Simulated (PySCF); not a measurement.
Method: PBE-D3(BJ)/def2-TZVP // PBE0-D4/def2-TZVP (PySCF). Isolated molecules, 0 K electronic values unless said otherwise. One relaxed conformer stands for a flexible species; it need not be the lowest. Excitations are Tamm–Dancoff values on a coarser integration grid. The basis has no diffuse functions, so Rydberg states are missing or too high.

Reference species (SMILES): `N#CCC` (neutral, multiplicity 1).

| Quantity | Value |
|---|---|
| S1–T1 gap (TDA) | 1.10 eV |
| HOMO | -7.95 eV |
| S1 oscillator strength | 0.000 |

After one change: the S1–T1 gap (TDA) falls by 0.43 eV; the HOMO goes up by 1.77 eV; the S1 oscillator strength is nearly the same.

Task: What was changed between the two runs? The new species is one of these.
A) `[H]/N=C\C=C` (C–C–C–N torsion 180°)
B) `C#CCN`
C) `N=C1CC1`
D) `C#CNC`

Result: A, `[H]/N=C\C=C` (C–C–C–N torsion 180°)
